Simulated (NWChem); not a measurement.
System: C2H2F2; SMILES F/C=C\F

Input file for NWChem:

```
start job
memory heap 200 mb stack 900 mb global 1100 mb
geometry units angstroms noautosym nocenter noautoz
  F     -1.390480     0.000000     0.557303
  C     -0.663844     0.000000    -0.571349
  C      0.663844     0.000000    -0.571349
  F      1.390480     0.000000     0.557303
  H     -1.249322     0.000000    -1.483853
  H      1.249322     0.000000    -1.483853
end
basis spherical
  * library def2-svp
end
dft
  xc b3lyp
  iterations 150
end
cosmo
  do_cosmo_smd true
  solvent benzene
end
task dft energy
```

Output (shortened):

```
             Northwest Computational Chemistry Package (NWChem) 7.3.0
             --------------------------------------------------------

                             Geometry "geometry" -> ""
                             -------------------------

 Output coordinates in angstroms (scale by  1.889725989 to convert to a.u.)

  No.       Tag          Charge          X              Y              Z
 ---- ---------------- ---------- -------------- -------------- --------------
    1 F                    9.0000    -1.39048000     0.00000000     0.55730300
    2 C                    6.0000    -0.66384400     0.00000000    -0.57134900
    3 C                    6.0000     0.66384400     0.00000000    -0.57134900
    4 F                    9.0000     1.39048000     0.00000000     0.55730300
    5 H                    1.0000    -1.24932200     0.00000000    -1.48385300
    6 H                    1.0000     1.24932200     0.00000000    -1.48385300

 Effective nuclear repulsion energy (a.u.)     113.2947725772

                                 NWChem DFT Module
                                 -----------------

 Summary of "ao basis" -> "ao basis" (spherical)
 ------------------------------------------------------------------------------
       Tag                 Description            Shells   Functions and Types
 ---------------- ------------------------------  ------  ---------------------
 F                          def2-svp                 6       14   3s2p1d
 C                          def2-svp                 6       14   3s2p1d
 H                          def2-svp                 3        5   2s1p

 in cosmo_initialize ...
 calling solv_data for solv:benzene

 solvent parameters
 solvname_short: benzene
 solvname_long:  benzene
 dielec:        2.2706
 dielecinf:     2.2533
 nonaqueous SMD model solvent descriptors
 dielec:        2.2706
 sola:          0.0000
 solb:          0.1400
 solc:          1.0000
 solg:         40.6200
 solh:          0.0000
 soln:          1.5011

          ---------------
          -cosmo- solvent
          ---------------
 Cosmo: York-Karplus, doi: 10.1021/jp992097l
 dielectric constant -eps-     =   2.27
 screen = (eps-1)/(eps    )    =   0.55959
 surface charge correction     = lagrangian

   van der Waals surface
 --------------------------

 ---------- ATOMIC COORDINATES (A.U.) ------------ VDWR(ANG.) --
     1   -2.62762619    0.00000000    1.05314996     1.730
     2   -1.25448326    0.00000000   -1.07969305     1.850
     3    1.25448326    0.00000000   -1.07969305     1.850
     4    2.62762619    0.00000000    1.05314996     1.730
     5   -2.36087625    0.00000000   -2.80407558     1.200
     6    2.36087625    0.00000000   -2.80407558     1.200
 number of segments per atom =        128
 number of   points per atom =        128
 atom (   nspa,  nppa )
 ----------------------
    1 (     82,     0 )       0
    2 (     52,     0 )       0
    3 (     52,     0 )       0
    4 (     82,     0 )       0
    5 (     56,     0 )       0
    6 (     56,     0 )       0
 number of -cosmo- surface points =      380
 molecular surface =     89.986 angstrom**2
 molecular volume  =     64.435 angstrom**3
 -lineq- algorithm             =   0
 -bem- low  level              =   3
 -bem- from -octahedral-
 gaussian surface charge width =   4.50000
 degree of switching           =   1.00000
 switching function tolerance  =   0.00010
 atomic radii =
 --------------
    1  9.000  1.730
    2  6.000  1.850
    3  6.000  1.850
    4  9.000  1.730
    5  1.000  1.200
    6  1.000  1.200
 ...... end of -cosmo- initialization ......

 nat:                     6
 ixmem:                  2111
 calling mnsol_interface()
 G(SMD-CDS) energy (kcal/mol)  =     0.804
 SMD-CDS SASA (angstrom**2)    =   102.240

            General Information
            -------------------
          SCF calculation type: DFT
          Wavefunction type:  closed shell.
          No. of atoms     :     6
          No. of electrons :    32
           Alpha electrons :    16
            Beta electrons :    16
          Charge           :     0
          Spin multiplicity:     1
          Use of symmetry is: off; symmetry adaption is: off
          Maximum number of iterations: 150
          AO basis - number of functions:    66
                     number of shells:    30
          Convergence on energy requested:  1.00D-06
          Convergence on density requested:  1.00D-05
          Convergence on gradient requested:  5.00D-04

              XC Information
              --------------
                         B3LYP Method XC Potential
                     Hartree-Fock (Exact) Exchange  0.200
                        Slater Exchange Functional  0.800 local
                    Becke 1988 Exchange Functional  0.720 non-local
              Lee-Yang-Parr Correlation Functional  0.810
                  VWN I RPA Correlation Functional  0.190 local

             Grid Information
             ----------------
          Grid used for XC integration:  medium
          Radial quadrature: Mura-Knowles
          Angular quadrature: Lebedev.
          Tag              B.-S. Rad. Rad. Pts. Rad. Cut. Ang. Pts.
          ---              ---------- --------- --------- ---------
          F                   0.50       49           9.0       434
          C                   0.70       49           7.0       434
          H                   0.35       45           8.0       434
          Grid pruning is: on
          Number of quadrature shells:   286
          Spatial weights used:  Erf1

      Superposition of Atomic Density Guess
      -------------------------------------

 Sum of atomic energies:        -274.83320181

      Non-variational initial energy
      ------------------------------

 Total energy =    -276.273585
 1-e energy   =    -604.851524
 2-e energy   =     215.283166
 HOMO         =      -0.262661
 LUMO         =       0.078787

   convergence    iter        energy       DeltaE   RMS-Dens  Diis-err
 ---------------- ----- ----------------- --------- --------- ---------
     COSMO gas phase
 d= 0,ls=0.0,diis     1   -276.7627204525 -3.90D+02  2.01D-02  6.48D-01
 d= 0,ls=0.0,diis     2   -276.7346080016  2.81D-02  1.08D-02  1.11D+00
 d= 0,ls=0.0,diis     3   -276.8347788833 -1.00D-01  1.71D-03  4.23D-02
 d= 0,ls=0.0,diis     4   -276.8377526572 -2.97D-03  5.29D-04  2.21D-03
 d= 0,ls=0.0,diis     5   -276.8379711112 -2.18D-04  1.12D-04  6.08D-05
  Resetting Diis
 d= 0,ls=0.0,diis     6   -276.8379789995 -7.89D-06  6.39D-06  2.34D-07
 d= 0,ls=0.0,diis     7   -276.8379790241 -2.46D-08  1.41D-06  5.80D-09

   convergence    iter        energy       DeltaE   RMS-Dens  Diis-err
 ---------------- ----- ----------------- --------- --------- ---------
     COSMO solvation phase
 d= 0,ls=0.0,diis     1   -276.8396734771 -1.69D-03  1.31D-03  1.08D-03
 d= 0,ls=0.0,diis     2   -276.8398969063 -2.23D-04  3.82D-04  6.58D-04
 d= 0,ls=0.0,diis     3   -276.8399437779 -4.69D-05  8.96D-05  1.58D-04
 d= 0,ls=0.0,diis     4   -276.8399557020 -1.19D-05  2.40D-05  4.08D-06
 d= 0,ls=0.0,diis     5   -276.8399561255 -4.23D-07  5.20D-06  2.23D-07

         Total DFT energy =     -276.839956125484
      One electron energy =     -606.857236781162
           Coulomb energy =      249.178918581952
    Exchange-Corr. energy =      -32.484034935745
 Nuclear repulsion energy =      113.294772577225

             COSMO energy =        0.027624432246

 Numeric. integr. density =       32.000001290008

                                COSMO-SMD solvation results
                                ---------------------------

             internal energy in gas <Psi(g)|H|Psi(g)> =      -276.837979024120
         internal energy in solvent <Psi(s)|H|Psi(s)> =      -276.837667653635
                               delta internal energy  =         0.000311370485 (    0.20 kcal/mol)
   total free energy in solvent <Psi(s)|H+V/2|Psi(s)> =      -276.841237272035
 polarization energy contribution <Psi(s)|V/2|Psi(s)> =        -0.003569618400 (   -2.24 kcal/mol)
    total free energy in solvent including G(SMD-CDS) =      -276.839956125484
                       G(SMD-CDS) energy contribution =         0.001281146551 (    0.80 kcal/mol)
     1 M fixed-concentration free energy of solvation =        -0.001977101364 (   -1.24 kcal/mol)

                       DFT Final Molecular Orbital Analysis
                       ------------------------------------

 Vector   14  Occ=2.000000D+00  E=-4.053891D-01
              MO Center=  1.9D-07,  4.5D-10,  1.1D-01, r^2= 2.8D+00
   Bfn.  Coefficient  Atom+Function         Bfn.  Coefficient  Atom+Function
  ----- ------------  ---------------      ----- ------------  ---------------
     6      0.317912  1 F  pz                48     -0.317912  4 F  pz
     4      0.293912  1 F  px                46      0.293912  4 F  px
    17     -0.261799  2 C  s                 31      0.261799  3 C  s
     9     -0.201641  1 F  pz                51      0.201641  4 F  pz
     7     -0.194276  1 F  px                49     -0.194276  4 F  px

 Vector   15  Occ=2.000000D+00  E=-3.753655D-01
              MO Center= -2.1D-07, -2.9D-10, -4.4D-02, r^2= 2.6D+00
   Bfn.  Coefficient  Atom+Function         Bfn.  Coefficient  Atom+Function
  ----- ------------  ---------------      ----- ------------  ---------------
     4      0.341157  1 F  px                46     -0.341157  4 F  px
    18      0.241276  2 C  px                32     -0.241276  3 C  px
     7     -0.239045  1 F  px                49      0.239045  4 F  px
    57     -0.199043  5 H  s                 62     -0.199043  6 H  s
     6      0.191115  1 F  pz                48      0.191115  4 F  pz

 Vector   16  Occ=2.000000D+00  E=-2.615676D-01
              MO Center=  4.5D-09,  4.3D-09, -3.2D-01, r^2= 1.9D+00
   Bfn.  Coefficient  Atom+Function         Bfn.  Coefficient  Atom+Function
  ----- ------------  ---------------      ----- ------------  ---------------
    19      0.394894  2 C  py                33      0.394894  3 C  py
     5      0.275329  1 F  py                47      0.275329  4 F  py
    22      0.239484  2 C  py                36      0.239484  3 C  py
     8     -0.221700  1 F  py                50     -0.221700  4 F  py
    24      0.025995  2 C  d -2              38     -0.025995  3 C  d -2

 Vector   17  Occ=0.000000D+00  E= 1.481490D-02
              MO Center= -6.9D-09, -3.0D-10, -5.5D-01, r^2= 2.0D+00
   Bfn.  Coefficient  Atom+Function         Bfn.  Coefficient  Atom+Function
  ----- ------------  ---------------      ----- ------------  ---------------
    22      0.608750  2 C  py                36     -0.608750  3 C  py
    19      0.474912  2 C  py                33     -0.474912  3 C  py
     5      0.184946  1 F  py                 8     -0.184615  1 F  py
    47     -0.184946  4 F  py                50      0.184615  4 F  py
    60      0.027406  5 H  py                65     -0.027406  6 H  py

 Vector   18  Occ=0.000000D+00  E= 6.565239D-02
              MO Center=  1.1D-07, -1.3D-09, -6.5D-01, r^2= 3.5D+00
   Bfn.  Coefficient  Atom+Function         Bfn.  Coefficient  Atom+Function
  ----- ------------  ---------------      ----- ------------  ---------------
    58      0.758299  5 H  s                 63      0.758299  6 H  s
    23      0.562733  2 C  pz                37      0.562734  3 C  pz
     3     -0.413628  1 F  s                 45     -0.413628  4 F  s
    20      0.316231  2 C  pz                34      0.316231  3 C  pz
     9      0.185665  1 F  pz                51      0.185665  4 F  pz

 Vector   19  Occ=0.000000D+00  E= 9.757851D-02
              MO Center=  1.2D-07,  1.0D-09, -1.5D+00, r^2= 4.0D+00
   Bfn.  Coefficient  Atom+Function         Bfn.  Coefficient  Atom+Function
  ----- ------------  ---------------      ----- ------------  ---------------
    58     -1.278047  5 H  s                 63     -1.278047  6 H  s
    17      1.217291  2 C  s                 31      1.217292  3 C  s
    21     -0.525208  2 C  px                35      0.525208  3 C  px
     3     -0.345736  1 F  s                 45     -0.345736  4 F  s
    18     -0.231744  2 C  px                32      0.231744  3 C  px

     Multipole analysis of the density
     ---------------------------------

     L   x y z        total         alpha         beta         nuclear
     -   - - -        -----         -----         ----         -------
     0   0 0 0     -0.000000    -16.000000    -16.000000     32.000000

     1   1 0 0     -0.000000     -0.000000     -0.000000      0.000000
     1   0 1 0      0.000000      0.000000      0.000000      0.000000
     1   0 0 1     -1.006922     -0.699577     -0.699577      0.392232

     2   2 0 0    -16.406261    -85.359012    -85.359012    154.311762
     2   1 1 0     -0.000000     -0.000000     -0.000000      0.000000
     2   1 0 1      0.000000      0.000000      0.000000      0.000000
     2   0 2 0    -16.395169     -8.197584     -8.197584      0.000000
     2   0 1 1      0.000000      0.000000      0.000000      0.000000
     2   0 0 2    -14.393360    -32.036066    -32.036066     49.678772
```

Level: B3LYP/def2-SVP, SMD on the gas-phase geometry. All runs use the structure optimised with B3LYP/6-31G* (spherical d). B3LYP is NWChem's, with the RPA form of VWN correlation. Solvent: benzene.
